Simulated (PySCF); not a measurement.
Br2Zn, charge +1, doublet, at a GFN2-xTB geometry (such geometries of metal compounds can be far from the true shape) (a state made from the parent by changing its charge; the spin is typed, not shown lowest); DF-R2SCAN/STO-3G in PySCF.

The PySCF input:
```python
from pyscf import gto, scf, dft

mol = gto.Mole()
mol.atom = '''
    Zn    0.000000    0.000000    0.000000
    Br   -0.000000   -0.000000   -2.376887
    Br    0.000000    0.000000    2.376887
'''
mol.basis = 'sto-3g'
mol.charge = 1
mol.spin = 1
mol.verbose = 4
mol.build()

mf = dft.UKS(mol)
mf.xc = 'r2scan'
mf = mf.density_fit(auxbasis='def2-universal-jkfit')
mf.kernel()
```

What the program printed (banner, timings and long lists left out):

```
PySCF version 2.14.0

[INPUT] verbose = 4
[INPUT] num. atoms = 3
[INPUT] num. electrons = 99
[INPUT] charge = 1
[INPUT] spin (= nelec alpha-beta = 2S) = 1
[INPUT] symmetry False subgroup None
[INPUT] Mole.unit = angstrom
[INPUT] Symbol           X                Y                Z      unit          X                Y                Z       unit  Magmom
[...]
nuclear repulsion = 603.896266259397
number of shells = 24
number of NR pGTOs = 162
number of NR cGTOs = 54
basis = sto-3g
ecp = {}

******** <class 'pyscf.df.df_jk.DFUKS'> ********
method = DFUKS
initial guess = minao
damping factor = 0
level_shift factor = 0
DIIS = <class 'pyscf.scf.diis.CDIIS'>
diis_start_cycle = 1
diis_space = 8
diis_damp = 0
SCF conv_tol = 1e-09
SCF conv_tol_grad = None
SCF max_cycles = 50
direct_scf = False
number electrons alpha = 50  beta = 49
XC library pyscf.dft.libxc version 7.1.2
    S. Lehtola, C. Steigemann, M. J. T. Oliveira, and M. A. L. Marques,  SoftwareX 7, 1–5 (2018)
XC functionals = r2scan
    J. W. Furness, A. D. Kaplan, J. Ning, J. P. Perdew, and J. Sun,  J. Phys. Chem. Lett. 11, 8208–8215 (2020)
    J. W. Furness, A. D. Kaplan, J. Ning, J. P. Perdew, and J. Sun,  J. Phys. Chem. Lett. 11, 9248–9248 (2020)
    J. W. Furness, A. D. Kaplan, J. Ning, J. P. Perdew, and J. Sun,  J. Phys. Chem. Lett. 11, 8208–8215 (2020)
    J. W. Furness, A. D. Kaplan, J. Ning, J. P. Perdew, and J. Sun,  J. Phys. Chem. Lett. 11, 9248–9248 (2020)
radial grids:
    Treutler-Ahlrichs [JCP 102, 346 (1995); DOI:10.1063/1.469408] (M4) radial grids

becke partition: Becke, JCP 88, 2547 (1988); DOI:10.1063/1.454033
pruning grids: <function nwchem_prune>
grids dens level: 3
symmetrized grids: False
atomic radii adjust function: <function treutler_atomic_radii_adjust>
small_rho_cutoff = 0
Set gradient conv threshold to 3.16228e-05
tot grids = 61488
init E= -6841.99932902938

cycle= 1 E= -6830.12369171517  delta_E= 11.9  |g|= 1.13  |ddm|= 5.29

cycle= 2 E= -6841.89648006584  delta_E= -11.8  |g|= 1.06  |ddm|= 4.89
cycle= 3 E= -6849.66511794104  delta_E= -7.77  |g|= 0.795  |ddm|= 5.27
cycle= 4 E= -6849.90277181608  delta_E= -0.238  |g|= 0.608  |ddm|= 0.584
cycle= 5 E= -6846.07176066548  delta_E= 3.83  |g|= 1.71  |ddm|= 3.31
cycle= 6 E= -6847.00305971599  delta_E= -0.931  |g|= 1.65  |ddm|= 0.551
cycle= 7 E= -6847.26180711996  delta_E= -0.259  |g|= 1.61  |ddm|= 0.159
cycle= 8 E= -6847.46681954295  delta_E= -0.205  |g|= 1.58  |ddm|= 0.133

[...]

cycle= 19 E= -6829.90575906707  delta_E= 12.4  |g|= 0.202  |ddm|= 5.02

cycle= 20 E= -6842.15931462643  delta_E= -12.3  |g|= 1.02  |ddm|= 4.91

cycle= 21 E= -6841.60797876061  delta_E= 0.551  |g|= 1.18  |ddm|=  2.3

cycle= 22 E= -6841.65089641546  delta_E= -0.0429  |g|= 1.18  |ddm|= 0.0922

cycle= 23 E= -6842.23488908288  delta_E= -0.584  |g|= 0.987  |ddm|= 1.99

cycle= 24 E= -6841.59417036586  delta_E= 0.641  |g|= 1.18  |ddm|= 2.05

cycle= 25 E= -6841.55605549458  delta_E= 0.0381  |g|= 1.17  |ddm|= 0.0941

cycle= 26 E= -6841.82162650398  delta_E= -0.266  |g|= 1.18  |ddm|= 0.58

cycle= 27 E= -6842.22350051841  delta_E= -0.402  |g|= 0.989  |ddm|= 2.01

cycle= 28 E= -6829.90603350251  delta_E= 12.3  |g|= 0.205  |ddm|= 4.91

cycle= 29 E= -6842.22987600174  delta_E= -12.3  |g|= 0.99  |ddm|= 4.91

cycle= 30 E= -6841.50298168852  delta_E= 0.727  |g|= 1.16  |ddm|= 2.18

cycle= 31 E= -6841.53368952567  delta_E= -0.0307  |g|= 1.17  |ddm|= 0.0753

cycle= 32 E= -6842.13040586805  delta_E= -0.597  |g|= 1.03  |ddm|= 1.86
cycle= 33 E= -6842.22896368568  delta_E= -0.0986  |g|= 0.988  |ddm|= 0.844

cycle= 34 E= -6841.55752320283  delta_E= 0.671  |g|= 1.17  |ddm|= 2.01

cycle= 35 E= -6841.54039167863  delta_E= 0.0171  |g|= 1.17  |ddm|= 0.0587

cycle= 36 E= -6841.56904419843  delta_E= -0.0287  |g|= 1.17  |ddm|= 0.631

cycle= 37 E= -6829.90602333242  delta_E= 11.7  |g|= 0.205  |ddm|= 4.94
cycle= 38 E= -6842.18378854771  delta_E= -12.3  |g|= 1.01  |ddm|= 4.91

cycle= 39 E= -6841.54802695177  delta_E= 0.636  |g|= 1.17  |ddm|=  2.3

cycle= 40 E= -6841.54325863696  delta_E= 0.00477  |g|= 1.17  |ddm|= 0.0518

cycle= 41 E= -6841.55639453261  delta_E= -0.0131  |g|= 1.17  |ddm|= 0.896

cycle= 42 E= -6841.49909629225  delta_E= 0.0573  |g|= 1.16  |ddm|= 0.571

cycle= 43 E= -6841.80527000549  delta_E= -0.306  |g|= 1.17  |ddm|=  2.2

cycle= 44 E= -6842.20892467748  delta_E= -0.404  |g|= 0.992  |ddm|= 2.13

cycle= 45 E= -6841.58203637837  delta_E= 0.627  |g|= 1.18  |ddm|= 2.16

cycle= 46 E= -6829.90592670958  delta_E= 11.7  |g|= 0.206  |ddm|= 4.93

cycle= 47 E= -6841.77747663928  delta_E= -11.9  |g|= 1.18  |ddm|= 4.94
cycle= 48 E= -6842.2066218995  delta_E= -0.429  |g|=    1  |ddm|= 2.19

cycle= 49 E= -6841.48549177594  delta_E= 0.721  |g|= 1.16  |ddm|= 2.07

cycle= 50 E= -6841.62836709331  delta_E= -0.143  |g|= 1.18  |ddm|= 0.331
SCF not converged.
SCF energy = -6841.62836709331 after 50 cycles  <S^2> = 0.75041878  2S+1 = 2.0004187
```

The run did not converge; its last values are not results.
